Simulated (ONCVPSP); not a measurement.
Before and after: ONCV potential for tin

ONCVPSP 4.0.1 input, shortened (lines: element, Z, core and valence counts, functional; n l f; lmax; l rc ep ncon nbas qcut; lloc lpopt rc5 dvloc0; l nproj debl; icmod fcfact rcfact), PBEsol, scalar-relativistic:

```
  Sn 50.00    6    5  -116133      upf
    1    0    2.00
    2    0    2.00
    2    1    6.00
    3    0    2.00
    3    1    6.00
    3    2   10.00
    4    0    2.00
    4    1    6.00
    4    2   10.00
    5    0    2.00
    5    1    1.00
    2
    0    1.50    0.00    5    9    6.20
    1    1.50    0.00    3    8   11.40
    2    1.25    0.00    4    8   12.00
    2    5    1.25    0.00
    0    2    3.70
    1    2    2.70
    2    0    2.50
    3    6.00    1.45
```

All-electron outer shells of the reference configuration (PBEsol, scalar-relativistic, ld1.x):

```tsv
shell	level (eV)	outermost node (bohr)	outermost maximum (bohr)
3p	-706.51	0.14	0.30
3d	-481.42	–	0.25
4s	-141.76	0.40	0.74
4p	-97.58	0.41	0.79
4d	-33.78	0.39	0.88
5s	-17.88	0.98	1.99
5p	-10.28	1.08	2.43
```

Change: fully relativistic.

Cutoffs: the cutoffs (Ha) at which the residual kinetic energy of the hardest occupied pseudo-wave falls to 1 and 0.1 mHa per electron; they do not see the model core or the augmentation charge, which bear on the density cutoff. Errors are all-electron minus pseudo energies relative to the spin-unpolarised reference configuration.

Predict the effect on cutoff, ghosts and configuration errors.

The potential gets neither clearly harder nor softer (46 Ha and 100 Ha → 47 Ha and 100 Ha); the miss of the reference levels goes from 0.00 to 0.63 eV; of the 4 tests that both files solve, the error grows in 0 and shrinks in 4 by more than 15 % and 0.3 meV (median size 7.9 → 1.9 meV); neither file shows a bound ghost. In the changed file the local d channel has no projectors, so it cannot carry the spin–orbit splitting, and the file is wrong for that shell.

| quantity | base | changed |
| --- | --- | --- |
| cutoff, loose | 46 Ha | 47 Ha |
| cutoff, tight | 100 Ha | 100 Ha |
| loose cutoff by channel | s 23 Ha, p 23 Ha, d 46 Ha | s 23 Ha, p 24 Ha, d 47 Ha |
| bound ghosts | none | none |
| GHOST(+) flags under 300 eV | none | none |
| largest miss of a reference level, eV | 0.00 | 0.63 |
| error for 4s2 4p6 4d10 5s2 5p2, meV [ΔE -6.90 → -6.91 eV] | +1.4 | -0.2 |
| error for 4s2 4p6 4d10 5s2 5p0, meV [ΔE 13.97 → 13.99 eV] | -3.1 | +0.3 |
| error for 4s2 4p6 4d10 5s1 5p0, meV [ΔE 44.99 → 45.00 eV] | -13 | -3.5 |
| error for 4s2 4p5 4d10 5s2 5p2, meV [ΔE 90.49 → 90.67 eV] | -98 | -39 |
| s: phases at 1.52 bohr within 0.05 rad from the reference energy up to (Ha; the scan ends near 5) | to the end of the scan | to the end of the scan |
| rms error of d²Exc/dni dnj with the model core, mHa | 2.24 | 3.13 |
